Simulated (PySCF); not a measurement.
Compound: C₇H₁₂BF.
Geometry (PBE0-D3(BJ)/def2-SVP, Å), atoms numbered from 1 in this order:
```
atom  x, y, z in Å
F1     4.2743   -0.2661    0.1164
C2     3.0132    0.1658    0.1520
C3     2.0322   -0.4731   -0.4776
C4     0.5860   -0.0744   -0.4856
C5     0.2742    1.2038    0.2952
B6    -1.2371    1.4638    0.6023
C7    -2.2495    0.2747    0.5739
C8    -1.7868   -0.9575   -0.2031
C9    -0.2998   -1.2394   -0.0187
H10    2.9059    1.0827    0.7373
H11    2.3067   -1.3792   -1.0305
H12    0.3174    0.1108   -1.5451
H13    0.6875    1.1178    1.3270
H14    0.7834    2.0866   -0.1261
H15   -1.5902    2.5573    0.9955
H16   -3.2721    0.5879    0.3061
H17   -2.3260    0.0325    1.6591
H18   -1.9831   -0.8021   -1.2791
H19   -2.3723   -1.8477    0.0805
H20   -0.0793   -1.4480    1.0449
H21   -0.0218   -2.1527   -0.5705
```

Computed with PySCF at PBE0/pcSseg-1, non-relativistic, on one gas-phase PBE0-D3(BJ)/def2-SVP geometry that isn't relaxed in the solvent. The solvent is an IEF-PCM continuum (cavity from Bondi-type radii × 1.2). Specific hydrogen bonds and non-electrostatic terms are outside this model.

Gas phase at PBE0/pcSseg-1: HOMO -7.13 eV, LUMO -0.82 eV, dipole 1.68 D.

Problem. What does the continuum do to the energy, the frontier levels and the dipole at PBE0/pcSseg-1 in benzene and dichloromethane?

Solution. 
| solvent | ε | E(solvent) − E(gas) (kcal/mol) | polarisation term (kcal/mol) | distortion of the solute (kcal/mol) | HOMO (eV) | LUMO (eV) | dipole (D) |
| --- | --- | --- | --- | --- | --- | --- | --- |
| benzene | 2.271 | -1.30 | -1.37 | 0.07 | -7.11 | -0.69 | 1.83 |
| dichloromethane | 8.93 | -2.46 | -2.71 | 0.25 | -7.10 | -0.60 | 1.93 |

Polarisation term: ½ Σ q·V over the induced surface charges. Distortion: the rise of the solute's own energy as its density leaves the gas-phase optimum. From benzene to dichloromethane the lowering changes by a factor 1.89, Onsager's factor (ε − 1)/(2ε + 1) by 1.83 and ε itself by 3.9.

Problem. Which radius a makes the point-dipole formula ΔE = −[(ε − 1)/(2ε + 1)]·μ²/a³ give the value in dichloromethane, with the gas-phase dipole?

Solution. μ = 0.660 au and |ΔE| = 0.00392 Eh give a = 1.91 Å; the farthest nucleus lies 4.28 Å from the centroid of the nuclei, so such a sphere wouldn't even hold the nuclei. The formula assumes a rigid point dipole at the centre of a sphere.

Problem. Give the dipole vector in the frame of the coordinates (D, pointing from negative to positive charge), gas and dichloromethane.

Solution. Gas (-1.68, 0.04, 0.04), solvent (-1.93, 0.02, 0.05). Its length changes by +15 % and its direction by less than 1°.

Problem. Which Hirshfeld charges (PBE0/pcSseg-1) respond most in benzene (means over atoms taken as equivalent)?

Solution. 
```csv
atoms,environment,gas (e),solvent (e),change
F1,vinyl fluorine,-0.092,-0.099,-0.007
C2,vinylic C–F carbon,+0.030,+0.026,-0.004
H10,vinylic hydrogen,+0.051,+0.054,+0.003
H15,B–H hydrogen,-0.065,-0.068,-0.003
H13,methylene hydrogen,+0.048,+0.050,+0.002
H12,methine hydrogen,+0.037,+0.038,+0.001
```

Problem. How do the nuclear quadrupole coupling constants eQVzz/h respond in benzene?

Solution. 
| nucleus | Q (barn) | gas (MHz) | solvent (MHz) | η gas | η solvent |
| --- | --- | --- | --- | --- | --- |
| 11B at B6 | 0.04059 | 5.78 | 5.77 | 0.08 | 0.09 |

Time: 75 s wall; peak memory 1.3 GiB. Hardware: one thread, Arm Neoverse N1 (aarch64) (shared host). This is the whole shielding run at PBE0/pcSseg-1 in dichloromethane, SCF included.
